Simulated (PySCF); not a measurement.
Species: C₂H₆Cl₄Si₂.
Bonds: C1–Si2, Si2–C3, Si2–Cl4, Si2–Si5, Si5–Cl6, Si5–Cl7, Si5–Cl8. Hydrogens: H9, H10, H11 on C1; H12, H13, H14 on C3.

The same species was optimised twice, with GFN2-xTB and with PBE0-D3(BJ)/def2-SVP (PySCF), and the same property calculations (PySCF, gas phase) were run on both structures.

```tsv
coordinate	GFN2-xTB	PBE0-D3(BJ)/def2-SVP	change
Si2–Cl4 (Å)	2.031	2.081	+0.050
Si2–C3 (Å)	1.906	1.864	-0.042
C1–Si2 (Å)	1.905	1.865	-0.040
Si5–Cl7 (Å)	2.035	2.069	+0.034
Si5–Cl8 (Å)	2.031	2.059	+0.028
Si5–Cl6 (Å)	2.031	2.058	+0.027
Si2–Si5 (Å)	2.341	2.330	-0.011
Cl4–Si2–Si5 (°)	110.4	106.2	-4.2
C1–Si2–C3 (°)	110.7	114.2	+3.5
Cl6–Si5–Cl8 (°)	106.7	108.9	+2.2
Si2–Si5–Cl6 (°)	113.5	111.6	-1.9
Si2–Si5–Cl7 (°)	109.8	108.0	-1.8
Cl7–Si5–Cl8 (°)	106.4	108.2	+1.8
Cl6–Si5–Cl7 (°)	106.4	107.9	+1.5
Si2–Si5–Cl8 (°)	113.5	112.2	-1.3
C1–Si2–Si5–Cl6 (°)	58	53	-5
```

Rotational constants: A = 871.4, B = 528.2, C = 504.3 MHz (GFN2-xTB) against A = 839.9, B = 543.2, C = 517.3 MHz (PBE0-D3(BJ)/def2-SVP). Atoms that the bonding makes alike are paired by their places after alignment.

On the GFN2-xTB structure: HOMO (eV) -8.40 [PBE0/pcSseg-1]; LUMO (eV) -0.77 [PBE0/pcSseg-1]; dipole (D) 2.73 [PBE0/pcSseg-1]; GIAO shielding of C1/C3 (mean) (ppm) 183.4 [PBE0/pcSseg-1]; GIAO shielding of Si2 (ppm) 333.3 [PBE0/pcSseg-1]; GIAO shielding of Cl4 (ppm) 965.0 [PBE0/pcSseg-1]; GIAO shielding of Si5 (ppm) 319.7 [PBE0/pcSseg-1]; GIAO shielding of Cl6/Cl7/Cl8 (mean) (ppm) 807.0 [PBE0/pcSseg-1].

Task: What do these properties become on the PBE0-D3(BJ)/def2-SVP structure?

Result: 
```json
{"property": "HOMO (eV)", "level": "PBE0/pcSseg-1", "on GFN2-xTB": "-8.40", "on PBE0-D3(BJ)/def2-SVP": "-8.32", "change": "+0.08"}
{"property": "LUMO (eV)", "level": "PBE0/pcSseg-1", "on GFN2-xTB": "-0.77", "on PBE0-D3(BJ)/def2-SVP": "-0.72", "change": "+0.05"}
{"property": "dipole (D)", "level": "PBE0/pcSseg-1", "on GFN2-xTB": "2.73", "on PBE0-D3(BJ)/def2-SVP": "3.05", "change": "+0.32"}
{"property": "energy, GFN2-xTB geometry as zero (kcal/mol)", "level": "PBE0/pcSseg-1", "on GFN2-xTB": "0.0", "on PBE0-D3(BJ)/def2-SVP": "-2.4", "change": "-2.4"}
{"property": "GIAO shielding of C1/C3 (mean) (ppm)", "level": "PBE0/pcSseg-1", "on GFN2-xTB": "183.4", "on PBE0-D3(BJ)/def2-SVP": "183.4", "change": "0.0"}
{"property": "GIAO shielding of Si2 (ppm)", "level": "PBE0/pcSseg-1", "on GFN2-xTB": "333.3", "on PBE0-D3(BJ)/def2-SVP": "325.6", "change": "-7.7"}
{"property": "GIAO shielding of Cl4 (ppm)", "level": "PBE0/pcSseg-1", "on GFN2-xTB": "965.0", "on PBE0-D3(BJ)/def2-SVP": "954.3", "change": "-10.7"}
{"property": "GIAO shielding of Si5 (ppm)", "level": "PBE0/pcSseg-1", "on GFN2-xTB": "319.7", "on PBE0-D3(BJ)/def2-SVP": "311.6", "change": "-8.1"}
{"property": "GIAO shielding of Cl6/Cl7/Cl8 (mean) (ppm)", "level": "PBE0/pcSseg-1", "on GFN2-xTB": "807.0", "on PBE0-D3(BJ)/def2-SVP": "805.0", "change": "-2.0"}
```

The heavy atoms differ by 0.078 Å rms after alignment (one structure mirrored). Among bonds between heavy atoms Si2–Cl4 changes most (+0.050 Å). Changes are differences of the printed values. Neither structure is proved a minimum here.

Conformer computed: `[CH3:1][Si:2]([CH3:3])([Cl:4])[Si:5]([Cl:6])([Cl:7])[Cl:8]`: C1–Si2–Si5–Cl6 53°.
